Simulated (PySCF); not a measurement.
## Chromium: a sound run and one with changed settings

Sound run: Cr⁺ [Ar] 3d5, Cr²⁺ [Ar] 3d4. Calculation: PySCF 2.14, in x2c-SVPall; scalar relativity by spin-free X2C-1e. In the sound run the correlated levels freeze [Ar]. The sound run starts from symmetry-adapted Hartree-Fock orbitals and uses a fine grid where one is needed.

Changed run: no relativity, point nucleus. This setting is unsound on purpose.

```tsv
species	method	sound run (hartree)	changed run (hartree)	converged
Cr⁺	UHF	-1049.25551	-1041.34968	yes
Cr⁺	B3LYP	-1050.36006	-1042.45525	yes
Cr⁺	PBE	-1050.10809	-1042.20327	yes
Cr⁺	MP2	-1049.30515	-1041.39913	yes
Cr²⁺	UHF	-1048.70654	-1040.79862	yes
Cr²⁺	B3LYP	-1049.73965	-1041.83279	yes
Cr²⁺	PBE	-1049.47575	-1041.56897	yes
Cr²⁺	MP2	-1048.72788	-1040.81993	yes
```

Ionisation energy of Cr⁺:

```tsv
method	sound run (eV)	changed run (eV)
UHF	14.938	14.995
B3LYP	16.882	16.938
PBE	17.207	17.260
MP2	15.708	15.761
SCS-MP2	15.195	15.250
```

Most of the change in total energy is the relativistic energy itself. On top of that the contraction fixes the core shape for the Hamiltonian it was made with, so the changed run is not a good calculation with the other Hamiltonian either.

For comparison, NIST gives 16.486 eV between the lowest levels.
